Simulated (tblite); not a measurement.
Species: C5H6OS.
Atom-mapped SMILES: `[CH3:1][S:2][CH:3]=[C:4]=[CH:5][CH:6]=[O:7]` (hydrogens: H8, H9, H10 on C1; H11 on C3; H12 on C5; H13 on C6)

The geometry is computed with GFN2-xTB (gas phase).

Problem. Give the optimised bond lengths and angles.

Solution. 
```tsv
bond	length (Å)
C1–S2	1.812
S2–C3	1.763
C3=C4	1.294
C4=C5	1.309
C5–C6	1.463
C6=O7	1.204
C1–H8, C1–H9, C1–H10	1.086
C3–H11	1.078
C5–H12	1.083
C6–H13	1.108
```

Bonds in one row agree within 0.01 Å and their mean is given. A selection of angles:
```tsv
angle	degrees
S2–C1–H8	109.4
S2–C1–H9	106.6
H8–C1–H9	110.4
H8–C1–H10	110.5
C1–S2–C3	100.9
S2–C3–C4	125.1
S2–C3–H11	111.8
C4–C3–H11	123.1
C3–C4–C5	176.7
C4–C5–C6	122.3
C4–C5–H12	121.5
C6–C5–H12	116.2
C5–C6–O7	124.6
C5–C6–H13	113.8
O7–C6–H13	121.6
```

Torsions: C1–S2–C3–C4 -1° (synperiplanar); C4–C5–C6–O7 -178° (antiperiplanar). The mirror-image conformer, all signs reversed, is as good.

Of the pairs four or more bonds apart, C4···H8 is among the closest relative to their van der Waals radii: 2.81 Å, 97 % of the sum of Bondi's values. The 3 C–C bonds span 1.294 Å (C3=C4, drawn double) to 1.463 Å (C5–C6, drawn single), a spread of 0.169 Å. The C–S distances run from 1.763 Å (S2–C3, drawn single) to 1.812 Å (C1–S2, drawn single), a spread of 0.049 Å.

Point group: C1 (no symmetry element, even within 0.4 Å). Its GFN2-xTB frequencies are all real (lowest 57 cm⁻¹). One conformer, not necessarily the lowest. 3 starts were optimised and ended at 0.00, 2.48 and 3.43 kcal/mol (GFN2-xTB); the lowest of these is shown.

The run took 0.81 s of wall time on one thread of an Arm Neoverse V1, shared host with 32 logical CPUs at a one-minute load of 8.8. These figures are those of the optimisation.
